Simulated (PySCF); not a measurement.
Computed IR spectrum (relative IR intensity) of a molecule C₃H₆F₂Si. The structure is a stationary point at PBE-D3(BJ)/def2-SVP. One conformer was computed; it need not be the lowest. These are PBE-D3(BJ)/def2-SVP (PySCF) values and carry that method's errors. Frequencies are harmonic and unscaled.

Lines under 2 % of the strongest are left out, and lines within 2 cm⁻¹ are merged.

| ν (cm⁻¹) | relative intensity |
|---|---|
| 462 | 2.9 |
| 484 | 2.8 |
| 606 | 3.4 |
| 713 | 11 |
| 784 | 14 |
| 803 | 4.9 |
| 885 | 100 |
| 904 | 34 |
| 910 | 2.2 |
| 914 | 21 |
| 1053 | 9.4 |
| 1121 | 3.6 |
| 1149 | 7.7 |
| 1241 | 58 |
| 1321 | 54 |
| 1379 | 3.8 |
| 1761 | 96 |
| 2154 | 42 |
| 2166 | 44 |
| 2174 | 41 |
| 2981 | 3.1 |
| 3139 | 2.7 |

Q: Which structure fits?
(A) FC(F)=CC[SiH3]
(B) C[Si@H](F)/C=C\F
(C) F[SiH2][C@@H]1C[C@@H]1F
(D) FC(F)/C=C/[SiH3]

A: A, FC(F)=CC[SiH3]
